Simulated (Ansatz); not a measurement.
(ClMg-mu-F)2 (Mg₂Cl₂F₂) was relaxed with r2SCAN-D4 (def2-SVP) in Ansatz in these states: charge +1 doublet, neutral singlet. The geometries follow in no particular order.

A:

```tsv
atom	x (Å)	y (Å)	z (Å)
Mg1	-0.8704	-1.0207	-0.5462
Cl2	-2.2588	-2.6482	-1.4156
F3	-0.6120	-0.0449	1.0599
Mg4	0.8704	1.0211	0.5453
Cl5	2.2571	2.6491	1.4168
F6	0.6136	0.0436	-1.0602
```

B:

Cartesian coordinates in Å:
```
Mg -1.354 0.187 0.490
Cl -3.408 0.467 1.232
F -0.373 -0.969 -0.666
Mg 1.355 -0.183 -0.491
Cl 3.407 -0.470 -1.234
F 0.374 0.970 0.669
```

**Question.** Judge from the bond lengths which geometry belongs to which state (an estimate).

**Answer.** A is the charge +1 doublet (Mg1–Cl2 2.309 Å, Mg4–Cl5 2.309 Å, F3–Mg4 1.897 Å); B is the neutral singlet (Mg1–Cl2 2.201 Å, Mg4–Cl5 2.201 Å, F3–Mg4 1.907 Å).

At r2SCAN-D4/def2-SVP the gap within one spin of the relaxed charge 1 doublet nearly closes, so an electron or hole may be smeared out by delocalisation error.
